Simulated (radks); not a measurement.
Results of a calculation; reference values are marked as such.
Species: Ar. Configuration: [Ar] (the NIST ground configuration). Level of theory: scalar-relativistic Kohn-Sham, PBE, spin-unpolarised, spherical densities, finite nucleus; Fermi nuclear charge, rms radius 3.4274 fm; hard spherical wall at 4 bohr (a radial shooting solver on a logarithmic mesh with Libxc functionals).

Unscreened Slater integrals over Kohn-Sham orbitals (cm^-1). Empty in this configuration: 3d.

integral,value
"F0(3p,3p)",125480
"F2(3p,3p)",63239
"F0(3p,3s)",132540
"G1(3p,3s)",87721
"F0(3p,2p)",170950
"F2(3p,2p)",28288
"G0(3p,2p)",10978
"G2(3p,2p)",11042
"F0(3p,2s)",168880
"G1(3p,2s)",8394.9
"F0(3p,3d)",110810
"F2(3p,3d)",53891
"G1(3p,3d)",68228
"G3(3p,3d)",40772
"F0(3s,3s)",141030
"F0(3s,2p)",188320
"G1(3s,2p)",13621
"F0(3s,2s)",186480
"G0(3s,2s)",10923
"F0(3s,3d)",115450
"G2(3s,3d)",49356
"F0(2p,2p)",533770
"F2(2p,2p)",248290
"F0(2p,2s)",501410
"G1(2p,2s)",295370
"F0(2p,3d)",134320
"F2(2p,3d)",15876
"G1(2p,3d)",8572.4
"G3(2p,3d)",4802.9
"F0(2s,2s)",480070
"F0(2s,3d)",134190
"G2(2s,3d)",7190.3
"F0(3d,3d)",100990
"F2(3d,3d)",51093
"F4(3d,3d)",32935
